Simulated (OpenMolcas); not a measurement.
# Se: effect of correlating more closed shells

```yaml
Program: OpenMolcas
Basis: ANO-R2 [6s6p4d3f1g]
Scalar_Hamiltonian: X2C, finite nucleus
Active_space: 6 electrons in 8 orbitals (4s 4p 5s 5p)
State_averaging: 2S+1 = 3 even, 3 roots; 2S+1 = 1 even, 6 roots; 2S+1 = 3 odd, 1 root; 2S+1 = 1 odd, 5 roots
Spin-orbit_coupling: RASSI with atomic mean-field integrals over the reference wave functions, term energies averaged over their components
```

Methods on the same reference wave functions:
A. CASSCF
B. SS-CASPT2, IPEA 0.25 Eh, imaginary shift 0.1 Eh (closed shells correlated: none)
C. SS-CASPT2, IPEA 0.25 Eh, imaginary shift 0.1 Eh (closed shells correlated: 3d)

Energies in cm-1 above 4s2 4p4 3P2, the measured ground level; measured values from NIST Handbook of Basic Atomic Spectroscopic Data.

```
      Level      A      B      C  Measured
4s2 4p4 3P2    0.0    0.0    0.0       0.0
4s2 4p4 3P1   1753   1771   1769      1989
4s2 4p4 3P0   2266   2310   2320      2534
4s2 4p4 1D2  11522  10100  10220      9576
4s2 4p4 1S0  20971  22580  23390     22446
```

Deviations, from unrounded energies. A percentage is the sum of absolute deviations over the sum of measured energies, with the sign that they share, or ± where signs differ.

| Against measurement | Levels | A | B | C |
| --- | --- | --- | --- | --- |
| mean absolute deviation (cm-1) | 4 | 980 | 280 | 510 |
| fine structure of the ground term (%) | 2 | -11.2 | -9.8 | -9.7 |
| other terms of the ground configuration (%) | 2 | ±10.7 | +2.1 | +4.9 |

B lies closest to measurement on these levels and A furthest from it. The largest miss of B in the table is 4s2 4p4 1D2, by +530 cm-1. The ranking rests on the paired levels alone, and a cruder setting can come out closer through cancelling errors.

Between B and C the level of the table that moves most is 4s2 4p4 1S0, by 810 cm-1 (lowest in B, highest in C). Moves below CASPT2's spread within the term are not significant.

From A to B the spin-free energies of the other terms of 4s2 4p4 shown, above 3P, scale by factors of 0.86 to 1.08.

The lowest spin-free term lies below A's lowest term by 0.092 hartree in B, 0.567 hartree in C.

What an inner shell adds also hangs on whether the basis holds functions to correlate it.

Term energies are means over components that CASPT2 splits; among the terms shown or strongly mixed into the levels shown the widest spread is 46 cm-1 (4s2 4p4 1D, C). The run also gave levels led by 4s2 4p3 5s, which use shells meant for correlation; these and all levels above them are left out. Without dynamic correlation excited terms often stand tens of per cent too high (terms of higher spin than the ground term too low), and those without a measured partner can miss by more than the paired ones (holds for A). Measured partners are found by configuration, term and J. A level has none where our copy of the source lacks it or the pairing is in doubt (some pairs that miss far off the trend of their configuration count as doubtful), and it then counts in no deviation. Only configurations of the active space appear. Levels that lie high or do not pair safely by name in every column are left out.
